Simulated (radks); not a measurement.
Charge is removed step by step from the 5s1/2 level of Tb+, starting from [Xe] 4f9 6s1. Calculated with a radial shooting solver on a logarithmic mesh with Libxc functionals: Dirac Kohn-Sham, LDA (Slater exchange, Perdew-Wang correlation), spin-unpolarised, spherical densities, finite nucleus; open shells are shared between the two j in proportion to 2j + 1; Fermi nuclear charge, rms radius 5.06 fm.

removed (e),E - E(0) (eV),eigenvalue (eV),E minus straight line (eV)
0,0.000,-54.028,0.000
0.125,6.852,-55.610,-0.718
0.25,13.904,-57.218,-1.237
0.375,21.158,-58.851,-1.553
0.5,28.617,-60.506,-1.664
0.625,36.285,-62.182,-1.566
0.75,44.163,-63.877,-1.258
0.875,52.255,-65.590,-0.737
1,60.562,-67.321,0.000

Removing the whole electron costs 60.562 eV by Delta-SCF, against 54.028 eV from minus the eigenvalue at the starting occupation. Slater's transition state (half an electron removed) gives 60.506 eV. Integrating minus the eigenvalue over the occupation (Janak's theorem) gives 60.562 eV. The mean slope of the eigenvalue, de/dn, is 13.3 eV per electron.
